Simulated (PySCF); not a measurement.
FGaH₂. Atoms are numbered in the order given.

```xyz
4

Ga     0.0000     0.0000     0.3496
H      0.0000     1.4259     0.9729
H      0.0000    -1.4259     0.9729
F      0.0000     0.0000    -1.4205
```
Charge 0, spin multiplicity 1.

Geometry optimised at B3LYP-D3(BJ)/def2-TZVP.

Method: TDA-LC-ωPBE/def2-TZVPD run with PySCF.

Vertical excitations. Isolated molecule, no solvent. State labels are in the subgroup C2v.

Problem. Give excitation energies, oscillator strengths and character. (Estimate from the structure and the level; the computed values follow.)

Solution. 
| state | symmetry | energy (eV) | λ (nm) | f | main pairs |
|---|---|---|---|---|---|
| S1 | A2 | 6.08 | 204 | 0.000 | HOMO→LUMO 97 % |
| S2 | B1 | 8.10 | 153 | 0.084 | HOMO−1→LUMO 96 % |
| S3 | B2 | 8.13 | 152 | 0.014 | HOMO→LUMO+2 69 %, HOMO→LUMO+1 16 % |
| S4 | A2 | 8.44 | 147 | 0.000 | HOMO−3→LUMO 94 % |
| S5 | A1 | 8.67 | 143 | 0.001 | HOMO−2→LUMO 86 % |
| S6 | B2 | 8.97 | 138 | 0.389 | HOMO→LUMO+1 53 %, HOMO→LUMO+2 23 %, HOMO→LUMO+3 17 % |
| S7 | B2 | 9.51 | 130 | 0.315 | HOMO→LUMO+3 65 %, HOMO→LUMO+1 15 %, HOMO−3→LUMO+2 12 % |
| S8 | B1 | 9.56 | 130 | 0.040 | HOMO−2→LUMO+2 53 %, HOMO−2→LUMO+1 31 % |
| S9 | B2 | 10.01 | 124 | 0.006 | HOMO−3→LUMO+2 41 %, HOMO−3→LUMO+1 24 %, HOMO→LUMO+1 10 %, HOMO→LUMO+3 9 % |
| S10 | A1 | 10.24 | 121 | 0.428 | HOMO−1→LUMO+2 49 %, HOMO−1→LUMO+1 24 % |
| T1 | A2 | 5.49 | 226 | 0 | HOMO→LUMO 94 % |
| T2 | B2 | 6.98 | 178 | 0 | HOMO→LUMO+2 43 %, HOMO→LUMO+3 34 %, HOMO→LUMO+9 12 % |
| T3 | B1 | 7.24 | 171 | 0 | HOMO−1→LUMO 87 % |
| T4 | B2 | 7.76 | 160 | 0 | HOMO→LUMO+3 38 %, HOMO→LUMO+2 28 %, HOMO→LUMO+1 14 %, HOMO→LUMO+10 12 % |
Triplets are in the Tamm–Dancoff approximation.
